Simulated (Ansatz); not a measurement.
A nudged elastic band was laid between two geometries of C2H9FOSi2 (15 atoms, charge 0, multiplicity 1).

Level of theory: Ansatz 0.2.0, RKS LDA/def2-SVP.

```json
{
  "movable images": "5",
  "climbing image": "yes",
  "spring": "5.0 eV/Å²",
  "optimiser": "quadratic models (default)",
  "start path": "through a guess of the saddle point",
  "force threshold": "0.05 eV/Å",
  "iteration limit": "60",
  "end points": "relaxed"
}
```

Image 0:

```xyz
15
Properties=species:S:1:pos:R:3
C 0.653 -2.623 0.718
Si 0.387 -1.299 -0.582
Si 0.056 0.810 0.350
F -1.301 0.757 1.296
C -0.455 2.217 -0.792
O -1.079 3.167 0.028
H 0.802 -3.616 0.244
H -0.227 -2.685 1.391
H 1.547 -2.394 1.335
H -0.810 -1.623 -1.444
H 1.585 -1.192 -1.498
H 1.178 1.239 1.262
H 0.426 2.685 -1.287
H -1.113 1.840 -1.621
H -1.671 2.666 0.629
```

Image 6:

```xyz
15
Properties=species:S:1:pos:R:3
C 0.623 -2.614 0.671
Si 0.549 -1.244 -0.606
Si -0.196 0.709 0.430
F -1.418 0.251 1.417
C -0.763 2.078 -0.724
O -1.066 3.273 -0.062
H 0.851 -3.594 0.201
H -0.355 -2.687 1.190
H 1.402 -2.400 1.433
H -0.421 -1.596 -1.710
H 1.895 -1.000 -1.248
H 0.855 1.338 1.324
H 0.011 2.191 -1.535
H -1.684 1.737 -1.253
H -0.304 3.508 0.502
```

Task: Which bonds break or form, and what moves?

Result: No bond is made or broken. The dihedral Si3–C5–O6–H15 goes from -44 to 52°.

Task: Give the energies along the band, and the barrier.

Result: The run converged. The highest image is number 3 of 0 to 6, 3.0 kcal/mol above the first end and 1.3 kcal/mol above the last; the last end lies 1.7 kcal/mol above the first. A vibrational analysis at the climbing image gives one clearly imaginary mode, 328i cm⁻¹: a first-order saddle point.

| image | path coordinate (Å) | energy (kcal/mol) | dihedral Si3–C5–O6–H15 (°) |
| --- | --- | --- | --- |
| 0 | 0.00 | 0.0 | -44 |
| 1 | 0.73 | 0.3 | -49 |
| 2 | 1.45 | 1.4 | -53 |
| 3 | 2.18 | 3.0 | -6 |
| 4 | 2.45 | 2.4 | 21 |
| 5 | 2.72 | 1.8 | 43 |
| 6 | 2.99 | 1.7 | 52 |

Task: What is the geometry of the highest image?

Result: 
```xyz
15
Properties=species:S:1:pos:R:3:forces:R:3
C 0.588 -2.595 0.655 0.00 0.00 0.00
Si 0.586 -1.217 -0.613 0.00 0.00 0.00
Si -0.092 0.749 0.440 0.00 0.00 0.00
F -1.286 0.323 1.480 0.00 0.00 0.00
C -0.721 2.058 -0.743 0.00 0.00 0.00
O -0.951 3.336 -0.231 0.00 -0.01 0.00
H 0.768 -3.583 0.182 0.00 0.00 0.00
H -0.394 -2.622 1.172 0.00 0.00 0.00
H 1.374 -2.424 1.421 0.00 0.00 0.00
H -0.390 -1.514 -1.727 0.00 0.00 0.00
H 1.945 -1.020 -1.238 0.00 0.00 0.00
H 0.974 1.394 1.299 0.00 0.00 0.00
H 0.045 2.093 -1.565 0.00 0.00 0.00
H -1.639 1.640 -1.237 0.00 0.00 0.00
H -0.829 3.331 0.735 0.00 0.00 0.00
```

Task: What are the harmonic wavenumbers there?

Result: 328i, 24, 54, 71, 108, 153, 191, 217, 272, 391, 456, 578, 610, 632, 685, 710, 746, 813, 834, 846, 875, 891, 1096, 1181, 1190, 1200, 1285, 1353, 1356, 1390, 2119, 2137, 2147, 2871, 2905, 2976, 3086, 3090, 3731 cm⁻¹.

Time of the run: 2.1 min on 2 threads of Intel(R) Xeon(R) Platinum 8488C (Sapphire Rapids) (shared host), peak memory 0.2 GiB.
